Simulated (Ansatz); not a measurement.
H9InOSi2 (`[SiH3][O+]([SiH3])[InH3-]`). Total charge 0; spin multiplicity 1. In: def2 effective core potential. The structure was optimised at the PBE0-D4/def2-TZVP level.

```xyz
13

Si    1.086   -0.681    1.267
O     0.004   -0.297    0.055
Si   -1.388   -1.036   -0.496
In    0.356    1.972   -0.897
H     0.675   -0.016    2.524
H     1.068   -2.156    1.441
H     2.421   -0.217    0.831
H    -2.565   -0.406    0.141
H    -1.312   -2.471   -0.122
H    -1.428   -0.877   -1.966
H     0.988    2.550    0.609
H    -1.338    2.124   -1.222
H     1.434    1.513   -2.164
```

(1) What is the dipole moment at PBE/def2-TZVPP? (Best estimate.)

(2) And with r2SCAN, B3LYP, ωB97M-V? (Best estimate.)

(3) Give the Mulliken charges with PBE, ωB97M-V, r2SCAN in def2-TZVPP. (Estimate.)

## Answers

(1) Ansatz gave: 2.28 D, with components (-0.36, -2.05, 0.93) D in this frame, pointing from negative to positive charge.

(2) Ansatz gave: r2SCAN 2.30 D, B3LYP 2.35 D, ωB97M-V 2.32 D.

(3) Ansatz gave: 
```tsv
atom	PBE	ωB97M-V	r2SCAN
Si1	0.32	0.28	0.42
O2	-0.39	-0.49	-0.51
Si3	0.32	0.28	0.42
In4	0.40	0.29	0.43
H5	-0.03	0.00	-0.05
H6	-0.04	-0.01	-0.05
H7	-0.02	0.01	-0.03
H8	-0.03	0.00	-0.05
H9	-0.04	-0.01	-0.05
H10	-0.02	0.01	-0.04
H11	-0.16	-0.12	-0.17
H12	-0.16	-0.13	-0.17
H13	-0.15	-0.11	-0.16
```

B3LYP here is the variant with VWN-RPA as its local correlation; programs differ in this.
